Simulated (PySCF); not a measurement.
imidazole (C3H4N2), singlet, geometry from GFN2-xTB; MP2/STO-3G (PySCF).

PySCF was given this input:
```python
from pyscf import gto, scf, mp

mol = gto.M(
    atom='''
C    -0.879269   -0.763397    0.048585
C    -0.962022    0.564327   -0.254218
N     0.318058    1.038099   -0.184916
C     1.103340   -0.013495    0.152381
N     0.411577   -1.105822    0.298599
H    -1.662052   -1.492458    0.102696
H    -1.792416    1.191529   -0.504419
H     0.610086    1.986625   -0.353685
H     2.164639    0.063751    0.279140
''',
    basis='sto-3g',
    charge=0,
    spin=0,
    verbose=4,
)

mf = scf.RHF(mol)
mf.kernel()

pt = mp.MP2(mf, frozen=5)
pt.kernel()
print('E(MP2) = %.10f' % pt.e_tot)
```

Task: What does PySCF print? Leave out banner, timings and long lists.

Result: 
```
PySCF version 2.14.0

[INPUT] verbose = 4
[INPUT] num. atoms = 9
[INPUT] num. electrons = 36
[INPUT] charge = 0
[INPUT] spin (= nelec alpha-beta = 2S) = 0
[INPUT] symmetry False subgroup None
[INPUT] Mole.unit = angstrom
[INPUT] Symbol           X                Y                Z      unit          X                Y                Z       unit  Magmom
[INPUT]  1 C     -0.879269000000  -0.763397000000   0.048585000000 AA   -1.661577599820  -1.442611254315   0.091812343762 Bohr   0.0
[INPUT]  2 C     -0.962022000000   0.564327000000  -0.254218000000 AA   -1.817958105806   1.066423474697  -0.480402395935 Bohr   0.0
[INPUT]  3 N      0.318058000000   1.038099000000  -0.184916000000 AA    0.601042511727   1.961722800185  -0.349440596050 Bohr   0.0
[INPUT]  4 C      1.103340000000  -0.013495000000   0.152381000000 AA    2.085010422278  -0.025501854051   0.287958356587 Bohr   0.0
[INPUT]  5 N      0.411577000000  -1.105822000000   0.298599000000 AA    0.777767809170  -2.089700722519   0.564270331069 Bohr   0.0
[INPUT]  6 H     -1.662052000000  -1.492458000000   0.102696000000 AA   -3.140823084786  -2.820336872416   0.194067314088 Bohr   0.0
[INPUT]  7 H     -1.792416000000   1.191529000000  -0.504419000000 AA   -3.387175341288   2.251663479477  -0.953213762027 Bohr   0.0
[INPUT]  8 H      0.610086000000   1.986625000000  -0.353685000000 AA    1.152895452431   3.754177162214  -0.668367784367 Bohr   0.0
[INPUT]  9 H      2.164639000000   0.063751000000   0.279140000000 AA    4.090574868552   0.120471930167   0.527498150411 Bohr   0.0

nuclear repulsion = 164.570617638101
number of shells = 19
number of NR pGTOs = 87
number of NR cGTOs = 29
basis = sto-3g
ecp = {}

******** <class 'pyscf.scf.hf.RHF'> ********
method = RHF
initial guess = minao
damping factor = 0
level_shift factor = 0
DIIS = <class 'pyscf.scf.diis.CDIIS'>
diis_start_cycle = 1
diis_space = 8
diis_damp = 0
SCF conv_tol = 1e-09
SCF conv_tol_grad = None
SCF max_cycles = 50
direct_scf = True
direct_scf_tol = 1e-13
Set gradient conv threshold to 3.16228e-05
Initial guess from minao.
init E= -223.833836450592
  HOMO = -0.126509819262548  LUMO = 0.206966458249094  gap/eV = 9.07435
cycle= 1 E= -221.908963081346  delta_E= 1.92  |g|= 0.442  |ddm|= 4.29
  HOMO = -0.222501795505537  LUMO = 0.295318847851217  gap/eV = 14.09062
cycle= 2 E= -221.965484283304  delta_E= -0.0565  |g|= 0.247  |ddm|= 0.849
  HOMO = -0.26279825212716  LUMO = 0.312105669456803  gap/eV = 15.64393
cycle= 3 E= -221.981890999689  delta_E= -0.0164  |g|= 0.0389  |ddm|= 0.334
  HOMO = -0.267866932707225  LUMO = 0.305079111082147  gap/eV = 15.59066
cycle= 4 E= -221.982764470166  delta_E= -0.000873  |g|= 0.014  |ddm|= 0.0966
  HOMO = -0.267912563846216  LUMO = 0.306196663363724  gap/eV = 15.62231
cycle= 5 E= -221.982858959567  delta_E= -9.45e-05  |g|= 0.0057  |ddm|= 0.0262
  HOMO = -0.267292195334338  LUMO = 0.306489764739793  gap/eV = 15.61340
cycle= 6 E= -221.982884888101  delta_E= -2.59e-05  |g|= 0.00143  |ddm|= 0.018
  HOMO = -0.267575484377209  LUMO = 0.306263016932861  gap/eV = 15.61494
cycle= 7 E= -221.982886983457  delta_E= -2.1e-06  |g|= 0.000496  |ddm|= 0.0052
  HOMO = -0.267630485280777  LUMO = 0.30624980118276  gap/eV = 15.61608
cycle= 8 E= -221.982887130086  delta_E= -1.47e-07  |g|= 0.000164  |ddm|= 0.0012
  HOMO = -0.26759602857786  LUMO = 0.306270910003686  gap/eV = 15.61571
cycle= 9 E= -221.982887150187  delta_E= -2.01e-08  |g|= 3.84e-05  |ddm|= 0.000511
  HOMO = -0.267598395979707  LUMO = 0.306269500446163  gap/eV = 15.61574
cycle= 10 E= -221.982887151164  delta_E= -9.77e-10  |g|= 4.63e-06  |ddm|= 0.000115
  HOMO = -0.267598092806415  LUMO = 0.306269510621116  gap/eV = 15.61573
Extra cycle  E= -221.982887151176  delta_E= -1.23e-11  |g|= 1.79e-06  |ddm|= 8.95e-06
converged SCF energy = -221.982887151176

******** <class 'pyscf.mp.mp2.RMP2'> ********
nocc = 13, nmo = 24
frozen orbitals 5
E(RMP2) = -222.265096599341  E_corr = -0.282209448164739
E(SCS-RMP2) = -222.270636595516  E_corr = -0.287749444340459
E_corr(same-spin) = -0.0587329539891081
E_corr(oppo-spin) = -0.22347649417563
E(MP2) = -222.2650965993
```
